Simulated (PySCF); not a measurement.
First SCF of a structure search on singlet SeO3, at a hand-made T-shaped geometry. PySCF input:

```python
from pyscf import gto, scf, dft
mol = gto.M(atom='''
Se     0.000000     0.000000     0.000000
O      0.000000     0.000000     1.640000
O      1.639000     0.000000     0.057200
O     -1.639000     0.000000     0.057200''',
    basis={'Se': 'def2-TZVP', 'O': 'def2-TZVP'},
    charge=0, spin=0)
mf = dft.RKS(mol, xc='PBE0')
mf.grids.atom_grid = (50, 194)
aux = {'Se': 'def2-universal-JKFIT', 'O': 'def2-universal-JKFIT'}
mf = mf.density_fit(auxbasis=aux)
mf.conv_tol = 1e-08
mf.diis_space = 10
mf.max_cycle = 60
mf.init_guess = 'minao'
mf.verbose = 4
mf.kernel()
```

Excerpt of the output (cycles and frontier levels):

```
init E= -2626.4340475828
  HOMO = -0.366671315623181  LUMO = -0.267630744625158  gap/eV = 2.69503
cycle= 1 E= -2626.03006296808  delta_E= 0.404  |g|= 1.53  |ddm|= 2.44
  HOMO = -0.207589859912733  LUMO = -0.100196602382752  gap/eV = 2.92232
cycle= 2 E= -2621.38376871317  delta_E= 4.65  |g|= 3.98  |ddm|= 3.52
  HOMO = -0.26010054244897  LUMO = -0.158690762845429  gap/eV = 2.75950
cycle= 3 E= -2625.59448845414  delta_E= -4.21  |g|= 2.08  |ddm|= 3.06
  HOMO = -0.282089968056972  LUMO = -0.233500894285115  gap/eV = 1.32218
cycle= 4 E= -2626.48923589191  delta_E= -0.895  |g|= 0.283  |ddm|=  1.1
  HOMO = -0.278528469752988  LUMO = -0.246627291138886  gap/eV = 0.86808
cycle= 5 E= -2626.51225846708  delta_E= -0.023  |g|= 0.0722  |ddm|=  0.3
  HOMO = -0.284398590957132  LUMO = -0.237066987047349  gap/eV = 1.28796
cycle= 6 E= -2626.51322155011  delta_E= -0.000963  |g|= 0.0434  |ddm|= 0.0738
  HOMO = -0.286676641954949  LUMO = -0.236458241876534  gap/eV = 1.36651
cycle= 7 E= -2626.51355596633  delta_E= -0.000334  |g|= 0.018  |ddm|= 0.0214
  HOMO = -0.288338274933815  LUMO = -0.236106184993012  gap/eV = 1.42131
cycle= 8 E= -2626.51363072388  delta_E= -7.48e-05  |g|= 0.00568  |ddm|= 0.0138
  HOMO = -0.288543182260894  LUMO = -0.235630481464867  gap/eV = 1.43983
cycle= 9 E= -2626.51363974371  delta_E= -9.02e-06  |g|= 0.00149  |ddm|= 0.00683
  HOMO = -0.288756466222263  LUMO = -0.235692397613015  gap/eV = 1.44395
cycle= 10 E= -2626.51364057609  delta_E= -8.32e-07  |g|= 0.000535  |ddm|= 0.0023
  HOMO = -0.288726619391296  LUMO = -0.235723088312653  gap/eV = 1.44230
cycle= 11 E= -2626.51364076797  delta_E= -1.92e-07  |g|= 0.000129  |ddm|= 0.00146
  HOMO = -0.288715376094954  LUMO = -0.235726701824923  gap/eV = 1.44190
cycle= 12 E= -2626.51364079452  delta_E= -2.66e-08  |g|= 4.59e-05  |ddm|= 0.00076
  HOMO = -0.288720252856425  LUMO = -0.235726888304228  gap/eV = 1.44202
cycle= 13 E= -2626.51364079538  delta_E= -8.67e-10  |g|= 1.34e-05  |ddm|= 0.000119
  HOMO = -0.288723908032052  LUMO = -0.235724928744837  gap/eV = 1.44218
Extra cycle  E= -2626.51364079505  delta_E= 3.31e-10  |g|= 4.37e-05  |ddm|= 3.42e-05
converged SCF energy = -2626.51364079505
```

This is not the lowest solution: a stability analysis within the same restricted form found one 0.8 kJ/mol lower, at -2626.51395 Eh.

The search for the lowest solution, with the stability check, took 14 s on 4 threads of a shared Intel Xeon Platinum 8259CL @ 2.50GHz (Skylake/Cascade Lake) host, with 141 basis functions; the process peaked at 0.45 GiB.
